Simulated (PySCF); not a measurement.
## Ionisation energy of Xe⁺ by level of theory

Xe⁺ [Kr] 4d10 5s2 5p5 (2P) → Xe²⁺ [Kr] 4d10 5s2 5p4 (3P), as a difference of total energies. Calculation: PySCF 2.14, in aug-cc-pVDZ-PP with ECP28MDF (5s4p3d, 32 functions); a scalar-relativistic core potential. Correlated levels: valence: 4s2 4p6 4d10 frozen. The calculations carry no spin-orbit coupling.

```csv
method,ionisation energy (eV)
UHF,20.109
BP86,21.238
PBE0,21.126
MP2 (valence),20.625
SCS-MP2 (valence),20.602
CCSD (valence),20.608
CCSD(T) (valence),20.618
```

Question: How much does correlation contribute at CCSD(T) (valence)?

Answer: 20.618 − (20.109) = 0.509 eV, measured against UHF.

The reference lies between the lowest fine-structure levels, while these numbers refer to the centres of the terms.

Errors of the correlated levels include the incompleteness of this basis and the frozen core.

For comparison: 20.975 eV (semi-empirical (NIST evaluation); NIST Atomic Spectra Database, ionization energies).
